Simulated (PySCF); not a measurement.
C2H4N, SMILES [CH]=NC, multiplicity 2. The structure is a stationary point at B3LYP-D3(BJ)/def2-TZVP. The isomer is the one that the SMILES or the coordinates give; other isomers of the formula were not compared.

**Question.** Give the equilibrium geometry at B3LYP-D3(BJ)/def2-TZVP (PySCF confirms it by a frequency run) as a Z-matrix, and its point group. (The exact figures need the calculation; the answer reports its results.)

**Answer.** point group Cs.
```
C
H 1 1.0900
H 1 1.0900 2 107.85
H 1 1.0949 2 109.61 3 119.28
N 1 1.4576 2 108.81 3 -117.87
C 5 1.2123 1 130.31 2 -121.37
H 6 1.1017 5 131.90 1 0.00
```
Charge 0, spin multiplicity 2.
